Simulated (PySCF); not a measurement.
SMILES C=[CH][SnH2][CH]=C (B3LYP/def2-SVP optimised geometry):

```
13

Sn    -1.099     0.488     0.000
C      1.059     0.488     0.000
C      1.795    -0.108     0.945
C     -1.891    -0.544    -1.722
C     -2.634    -1.653    -1.638
H     -1.635    -0.339     1.414
H     -1.668     2.118     0.000
H      1.576     1.005    -0.819
H      2.893    -0.093     0.921
H      1.347    -0.641     1.792
H     -1.671    -0.133    -2.716
H     -3.024    -2.158    -2.531
H     -2.893    -2.118    -0.679
```

Computed with PySCF 2.14.0 with B3LYP/def2-TZVP, def2 effective core potentials past Kr.

What are the frontier orbital energies and the dipole moment?

HOMO-2 -8.06 eV, HOMO-1 -7.50 eV, HOMO -7.48 eV, LUMO -0.71 eV, LUMO+1 -0.37 eV; dipole moment 0.63 D.

On the same geometry PBE/def2-TZVP, def2 effective core potentials past Kr in PySCF gives HOMO-2 -7.09 eV, HOMO-1 -6.61 eV, HOMO -6.57 eV, LUMO -1.47 eV, LUMO+1 -1.14 eV; dipole moment 0.66 D.
